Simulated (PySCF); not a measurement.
Start geometry of `O=COC1=CC=C(B(F)F)S1` from GFN2-xTB (Å):
```
atom  x, y, z in Å
O1    -2.240    1.984    0.950
C2    -2.881    0.995    0.774
O3    -2.387   -0.162    0.360
C4    -0.998   -0.247    0.105
C5    -0.418   -1.405   -0.325
C6     0.953   -1.200   -0.505
C7     1.396    0.074   -0.226
B8     2.836    0.608   -0.339
F9     3.174    1.848   -0.037
F10    3.816   -0.177   -0.713
S11    0.047    1.075    0.291
H12   -3.950    0.877    0.940
H13   -0.966   -2.312   -0.486
H14    1.612   -1.973   -0.826
```

**Question.** What comes out of this run: PBE0-D3(BJ)/def2-SVP geometry optimisation, gas phase (PySCF)?

**Answer.** 
```
atom  x, y, z in Å
O1    -2.2252    2.2602    0.7278
C2    -2.8682    1.2789    0.5152
O3    -2.3606    0.0794    0.1783
C4    -1.0234   -0.1169    0.0389
C5    -0.5139   -1.3379   -0.3414
C6     0.8927   -1.3012   -0.4251
C7     1.4331   -0.0693   -0.1067
B8     2.9163    0.3111   -0.0915
F9     3.3269    1.5149    0.2673
F10    3.8408   -0.5670   -0.4426
S11    0.1978    1.0746    0.3008
H12   -3.9705    1.1961    0.5596
H13   -1.1468   -2.2004   -0.5473
H14    1.5103   -2.1541   -0.7109
```

The energy falls by 16.1 kJ/mol over 10 energy and gradient evaluations, the largest force component goes from 0.0474 to 2.4e-04 Eh/bohr, and the atoms move by 0.059 Å rms after alignment. The bond that changes most is O3–C4 (ends: ester single-bonded oxygen; aromatic carbon bearing oxygen), which shortens by 0.056 Å. Bonds longer at the end by more than 0.005 Å: 9 of 14; shorter: 3. Among the angles that change most is C2–O3–C4, from 118.4° to 121.7°. Rotational constants go from 2360, 561.1, 453.4 to 2357, 552.6, 447.8 MHz. The orientation of the end geometry is arbitrary; only internal coordinates are fixed.

The run used 173 basis functions and 76 SCF cycles in all.

No PBE0-D3(BJ)/def2-SVP frequencies stand behind this structure, so it isn't proved a minimum. One conformer, not necessarily the lowest.
